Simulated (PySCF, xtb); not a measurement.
CH8Cl2Si3, SMILES [SiH3]C[Si]([SiH3])(Cl)Cl.

xtb with GFN2-xTB at its own geometry gives an orbital gap of 4.40 eV and a dipole moment of 2.16 D.

Geometry optimised at B3LYP-D3(BJ)/def2-SVP. This is a generated structure with no PubChem entry under its InChIKey; it may be hypothetical. The values are those of a single conformer.

Question: What does ωB97X/def2-TZVP (PySCF) give? (An estimate is asked for; the answer gives what the named calculation found.)

Answer: gap 12.01 eV (levels -10.42 and 1.59 eV), dipole 1.90 D.
